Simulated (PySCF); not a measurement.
F3H2HfN, multiplicity 1. Atoms are numbered in the order given.

```xyz
7

Hf     0.0295    -0.0144     0.0000
F      0.4544    -0.9453     1.6168
F      0.4544    -0.9453    -1.6168
F      0.9465     1.6687     0.0000
N     -1.9609     0.3110     0.0000
H     -2.5456     0.4290     0.8250
H     -2.5456     0.4290    -0.8250
```
Charge 0, spin multiplicity 1.

The structure is a stationary point at PBE0-D3(BJ)/def2-SVP. The spin state was assumed, not searched. The structure was generated by enumeration; whether it is a known compound was not checked. The def2 effective core potentials stand for the cores of Hf; spin–orbit coupling is left out. The values are those of a single conformer.

These are PBE0-D3(BJ)/def2-SVP in PySCF values and carry that method's errors.

Frequencies are harmonic and unscaled.

| mode | ν (cm⁻¹) | IR (km/mol) | moving atoms (share of kinetic energy) |
|---|---|---|---|
| 1 | 26 | 8.0 | H 61 %, F 37 % |
| 2 | 150 | 2.5 | F 37 %, N 33 %, H 20 %, Hf 11 % |
| 3 | 151 | 14.9 | F 87 %, Hf 10 % |
| 4 | 153 | 15.4 | F 68 %, Hf 15 %, N 12 % |
| 5 | 170 | 6.3 | F 55 %, N 29 %, H 9 % |
| 6 | 204 | 2.4 | F 56 %, H 39 % |
| 7 | 484 | 228.0 | H 78 %, N 22 % |
| 8 | 500 | 20.8 | H 77 %, N 19 % |
| 9 | 651 | 152.8 | N 47 %, F 32 %, Hf 13 %, H 8 % |
| 10 | 661 | 130.8 | F 80 %, Hf 13 % |
| 11 | 669 | 159.9 | F 82 %, Hf 15 % |
| 12 | 672 | 0.3 | F 71 %, N 24 % |
| 13 | 1508 | 37.9 | H 90 %, N 10 % |
| 14 | 3571 | 70.5 | H 96 % |
| 15 | 3661 | 38.6 | H 92 %, N 8 % |
